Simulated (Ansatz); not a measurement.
`[CH3][AlH][NH][AlH2]` + silanol → `[CH3][AlH][O][SiH3]` + `[NH2][AlH2]` at 700 K and 1 bar (ligand exchange at the Al–N bond).

Isolated molecules relaxed with PBE0-D4/def2-TZVP in Ansatz; ΔE leaves out vibrations. CCSD(T)/CBS adds triple-zeta CCSD(T) − MP2 to the extrapolated MP2 energy (def2 sets, frozen cores). This one scheme is used for every species. One conformer a species, not always the lowest.

```tsv
species	CCSD(T)/CBS energy (Eh)	H − E (kJ/mol)	S (J/(mol·K))
`[CH3][AlH][NH][AlH2]`	-581.06085	274.7	489.5
`O[SiH3]`	-366.69042	144.6	321.6
`[CH3][AlH][O][SiH3]`	-648.63113	272.9	520.2
`[NH2][AlH2]`	-299.14566	147.5	319.0
```

H − E and S are ideal-gas, rigid-rotor, harmonic terms from PBE0-D4/def2-TZVP, for one conformer and one mirror image of each species. 1 Eh = 2625.50 kJ/mol, R = 8.31446 J/(mol·K).

By hand: ΔE, ΔH, ΔS and ΔG.

ΔE = (-648.63113) + (-299.14566) − (-581.06085) − (-366.69042) = -0.02552 Eh = -67.0 kJ/mol. Δ(H − E) = 272.9 + 147.5 − 274.7 − 144.6 = 1.1, so ΔH = -65.9 kJ/mol. ΔS = 520.2 + 319.0 − 489.5 − 321.6 = 28.1 J/(mol·K). ΔG = -65.9 − 700 × (28.1)/1000 = -85.6 kJ/mol.

By hand: the equilibrium constant, and the temperature at which ΔG would vanish if ΔH and ΔS stayed fixed.

log₁₀ K = −ΔG/(RT ln 10) = 6.4. ΔH and −TΔS have one sign here, so there is no such temperature.

ΔH outweighs TΔS. A doubt of 5 kJ/mol in ΔE shifts log₁₀ K by 0.4 here. Other conformers and mirror images would add mixing entropy, several J/(mol·K) or more a flexible species. Modes under 60 cm⁻¹, often nearly free rotors, make the harmonic entropy too high. These are equilibria of isolated gas molecules and say nothing of rates. Largest T1 diagnostic: 0.011 (customary marks: 0.02 for closed shells, 0.045 for open ones).
